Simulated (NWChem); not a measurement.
System: PbBr2, singlet; SMILES [Br][Pb][Br]

Here is an NWChem input.

```
start job
memory heap 200 mb stack 900 mb global 1100 mb
geometry units angstroms noautosym nocenter noautoz
  Pb     0.000000     0.000000     0.778570
  Br     2.029361     0.000000    -0.893079
  Br    -2.029361     0.000000    -0.893079
end
basis spherical
  * library def2-svpd
end
ecp
  Pb library def2-ecp
end
dft
  xc b3lyp
  iterations 150
end
property
  response 1 0.0
end
task dft property
```

Low-valent species are run as closed-shell singlets; no triplet was tried in these runs. Structure relaxed at the PBE0/def2-SVP level. Not confirmed as a minimum by frequencies. B3LYP is NWChem's, with the RPA form of VWN correlation. def2 effective core potentials on Pb; no spin-orbit coupling.

Static field.

Task: What results follow from this input? (B3LYP/def2-SVPD with def2 effective core potentials on Pb.) Quantities: isotropic polarisability (bohr³); anisotropy (bohr³).

Result: isotropic polarisability (bohr³): 93.3
anisotropy (bohr³): 52.2
